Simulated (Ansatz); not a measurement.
C2H6Al (SMILES [CH3][Al][CH3]), doublet, at a GFN2-xTB geometry (such geometries of metal compounds can be far from the true shape) (the spin is typed, not shown lowest); CAM-B3LYP/3-21G (Ansatz, an electronic-structure program).

Here is a job for Ansatz.
Ansatz 0.2 input:
```yaml
crystal:
  periodic: [false, false, false]
  atoms:
    - {symbol: Al, position_ang: [0.35199768, -0.19927276, 0.39218526]}
    - {symbol: C, position_ang: [1.16273168, 0.29965867, -1.38755194]}
    - {symbol: H, position_ang: [2.22627517, 0.03493887, -1.43926309]}
    - {symbol: H, position_ang: [1.09774163, 1.37516455, -1.59155831]}
    - {symbol: H, position_ang: [0.67263692, -0.20609115, -2.22804560]}
    - {symbol: C, position_ang: [-1.59435430, -0.05530867, 0.90665097]}
    - {symbol: H, position_ang: [-2.23287698, -0.73254228, 0.32682456]}
    - {symbol: H, position_ang: [-1.99441749, 0.95437693, 0.75535734]}
    - {symbol: H, position_ang: [-1.75559339, -0.30140102, 1.96368260]}
basis:
  gaussian:
    orbitals: 3-21G.json
hamiltonian:
  xc: cam_b3lyp
magnetization: {spin_polarized: true, initial_magnetization: 1}
```
The basis file holds 3-21G in the JSON format of the Basis Set Exchange.

What the program printed (banner, timings and long lists left out):

```
Functional definition: CAM-B3LYP
525 factors; integrals over basis functions are off by at most 9.7e-4 eV
225 factors; integrals over basis functions are off by at most 5.8e-6 eV
mean field evaluation 1: about -8713.1757 eV, gradient 3.3e1 eV
mean field evaluation 2: about -8714.2586 eV, gradient 2.8e1 eV
mean field evaluation 4: about -8718.2862 eV, gradient 2.9e-1 eV
mean field evaluation 8: about -8718.2872 eV, gradient 2.9e-2 eV
mean field evaluation 16: about -8718.2873 eV, gradient 2.3e-5 eV
mean field -8718.28725824 eV, -320.3911472731 hartree, gradient 1.3e-5 eV, S^2 0.751206; 0 other end points of the search recorded, 0 dependent functions left out
reference -8718.28737209 eV, -320.3911514569 hartree; 16, 15 occupied and 27, 28 virtual orbitals, 525 factors
Total energy: -8718.28737209 eV, -320.3911514569 hartree
```
